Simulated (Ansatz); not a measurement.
One change: `C=C(N)S` becomes `C=C(N)[TeH]`.

Ansatz, PBE0-D4/def2-TZVP geometries, multiplicity 1. Each molecule was computed in one conformer, which needn't be the lowest.

Elements past krypton have def2 core potentials.

| property | `C=C(N)S` |
| --- | --- |
| size of the dipole moment (ωB97M-V/def2-TZVPP) / D | 1.56 |
| HOMO energy (B3LYP/def2-TZVPP) / eV | -5.89 |
| LUMO energy (PBE0/def2-TZVPP) / eV | 0.16 |
| LUMO energy (PBE/def2-TZVPP) / eV | -0.79 |
| HOMO energy (ωB97M-V/def2-TZVPP) / eV | -8.26 |
| HOMO energy (PBE/def2-TZVPP) / eV | -4.97 |

(1) What does the change do to each property? (Best estimate.)

## Answers

(1) Ansatz gave: 
| property | `C=C(N)[TeH]` | shift |
| --- | --- | --- |
| size of the dipole moment (ωB97M-V/def2-TZVPP) / D | 1.58 | 0.02 |
| HOMO energy (B3LYP/def2-TZVPP) / eV | -5.87 | 0.02 |
| LUMO energy (PBE0/def2-TZVPP) / eV | -0.65 | -0.81 |
| LUMO energy (PBE/def2-TZVPP) / eV | -1.48 | -0.69 |
| HOMO energy (ωB97M-V/def2-TZVPP) / eV | -8.19 | 0.07 |
| HOMO energy (PBE/def2-TZVPP) / eV | -5.03 | -0.06 |

Dipoles are sizes alone; their direction can turn.

B3LYP here is the variant with VWN-RPA as its local correlation; programs differ in this.

Spin–orbit coupling is left out; it splits and shifts lone-pair levels of the heavy atoms by tenths of an eV.
